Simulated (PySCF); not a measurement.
## How methods differ on the excitation energy of Eu⁺

Eu⁺ [Xe] 4f7 6s1 (9S) → Eu⁺ [Xe] 4f6 5d1 6s1 (high-spin determinant), as a difference of total energies. All numbers are calculated (PySCF 2.14, scalar relativity by spin-free X2C-1e, in ANO-RCC-VTZP). Correlated levels: valence: [Kr] 4d10 frozen; valence and next inner shell: [Ar] 3d10 frozen. The calculations carry no spin-orbit coupling.

| method | excitation energy (eV) |
| --- | --- |
| UHF | 2.611 |
| LDA | 5.046 |
| PBE | 4.718 |
| PBE0 | 4.242 |
| r2SCAN | 4.269 |
| MP2 (valence) | 4.487 |
| SCS-MP2 (valence) | 3.570 |
| MP2 (valence and next inner shell) | 4.753 |
| SCS-MP2 (valence and next inner shell) | 3.873 |

How much does correlation contribute at MP2 (valence and next inner shell)?

4.753 − (2.611) = 2.142 eV, measured against UHF.

A first-order spin-orbit estimate (lowest level to lowest level, LS coupling) adds -0.486 eV.

The determinant of the upper state mixes LS terms, which raises its energy above the lowest term, most at the Hartree-Fock and MP2 levels.
